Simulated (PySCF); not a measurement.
## Spinor energies of Ga²⁺ (gallium, charge +2)

Start: [Ar] 3d9 4s1 4p1; 3d3/2 filled at m_j = -3/2, -1/2, +1/2, +3/2; 3d5/2 filled at m_j = -3/2, -1/2, +1/2, +3/2, +5/2; 4s1/2 filled at m_j = +1/2; 4p3/2 filled at m_j = +3/2. Calculated with PySCF 2.14 in x2c-SVPall-2c with one added diffuse shell each of s, p, d type (6s7p4d, 47 functions): generalised Hartree-Fock with the X2C-1e Hamiltonian and a Gaussian nucleus; one run each with spin-orbit coupling (SO) switched off, then screened by Boettger's factors. This is a chosen level, not necessarily the ground level.

| spinor shell | electrons | ε, spin-free (eV) | ε, screened SO (eV) | weight of nominal j (screened SO) | rms radius, screened SO (bohr) |
| --- | --- | --- | --- | --- | --- |
| 1s1/2 | 2 | -10471.0 | -10470.9 | 1.000 | 0.0561 |
| 2s1/2 | 2 | -1374.5 | -1374.4 | 1.000 | 0.236 |
| 2p1/2 | 2 | -1196.8 | -1216.1 | 0.999 | 0.209 |
| 2p3/2 | 4 | -1196.8 | -1187.4 | 1.000 | 0.212 |
| 3s1/2 | 2 | -210.61 | -210.62 | 1.000 | 0.696 |
| 3p1/2 | 2 | -154.34 | -158.29 | 0.958 | 0.722 |
| 3p3/2 | 4 | -154.34 | -152.43 | 0.979 | 0.732 |
| 3d3/2 | 4 | -63.519 | -64.349 | 0.819 | 0.835 |
| 3d5/2 | 5 | -63.519 | -62.914 | 0.855 | 0.841 |
| 4s1/2 | 1 | -34.912 | -34.919 | 0.999 | 2.22 |
| 4p3/2 | 1 | -25.735 | -25.648 | 1.000 | 2.53 |

```tsv
quantity	spin-free	screened SO
E (hartree)	-1940.14393	-1940.19766
M_J	9/2	9/2
⟨J²⟩	24.760	24.760
⟨L²⟩	12.010	12.012
⟨S²⟩	3.750	3.752
```

Each row is a mean over spinors that exchange with the open shell spreads, by up to 9.233 eV (3p3/2).

Rows whose weight is well below 1 are mixtures of j = l ± 1/2: exchange outweighs spin-orbit coupling there, and the label is only the starting occupation.

Without spin-orbit coupling the j labels of p, d and f shells carry no meaning; the spin-free column gives the mean over the occupied spinors of each nl shell.
